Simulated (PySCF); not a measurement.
C₂H₈N₂, charge +1, multiplicity 2. Atoms are numbered in the order given.

```xyz
12

N      0.1073    -1.8733     0.0000
C     -0.5512    -0.6791     0.0000
C      0.5512     0.6791     0.0000
N     -0.1073     1.8733     0.0000
H      0.4360    -2.2980     0.8621
H      0.4360    -2.2980    -0.8621
H     -1.1377    -0.5121    -0.9123
H     -1.1377    -0.5121     0.9123
H      1.1377     0.5121     0.9123
H      1.1377     0.5121    -0.9123
H     -0.4360     2.2980    -0.8621
H     -0.4360     2.2980     0.8621
```
Charge +1, spin multiplicity 2.

Geometry: PBE0-D3(BJ)/def2-SVP. The multiplicity is an assumed one; no other spin state was optimised. One conformer was computed; it need not be the lowest.

Level of theory: PBE/def2-TZVP in PySCF.

ESP charges are fitted to the potential on shells at 1.4 to 2.0 van der Waals radii. Atomic charges (e):

| atom | Löwdin | meta-Löwdin | ESP fit | Mulliken spin |
|---|---|---|---|---|
| N1 | 0.09 | -0.27 | ___ | 0.38 |
| C2 | -0.28 | -0.10 | ___ | 0.10 |
| C3 | -0.28 | -0.10 | ___ | 0.10 |
| N4 | 0.09 | -0.27 | ___ | 0.38 |
| H5 | 0.19 | 0.28 | ___ | -0.01 |
| H6 | 0.19 | 0.28 | ___ | -0.01 |
| H7 | 0.15 | 0.16 | ___ | 0.02 |
| H8 | 0.15 | 0.16 | ___ | 0.02 |
| H9 | 0.15 | 0.16 | ___ | 0.02 |
| H10 | 0.15 | 0.16 | ___ | 0.02 |
| H11 | 0.19 | 0.28 | ___ | -0.01 |
| H12 | 0.19 | 0.28 | ___ | -0.01 |

**Question.** Complete the blanks. (Estimate from the structure and the level; the computed values follow.)

**Answer.** 
- N1, ESP fit: -0.65
- C2, ESP fit: -0.01
- C3, ESP fit: -0.01
- N4, ESP fit: -0.65
- H5, ESP fit: 0.41
- H6, ESP fit: 0.41
- H7, ESP fit: 0.17
- H8, ESP fit: 0.17
- H9, ESP fit: 0.17
- H10, ESP fit: 0.17
- H11, ESP fit: 0.41
- H12, ESP fit: 0.41

Computed Mayer and Wiberg (Löwdin basis) orders of the bonds:
| bond | Mayer | Wiberg |
|---|---|---|
| N1–C2 | 1.25 | 1.72 |
| C2–C3 | 0.68 | 0.89 |
| C3–N4 | 1.25 | 1.72 |
| N1–H5 | 0.89 | 0.92 |
| N1–H6 | 0.89 | 0.92 |
| C2–H7 | 0.93 | 0.86 |
| C2–H8 | 0.93 | 0.86 |
| C3–H9 | 0.93 | 0.86 |
| C3–H10 | 0.93 | 0.86 |
| N4–H11 | 0.89 | 0.92 |
| N4–H12 | 0.89 | 0.92 |
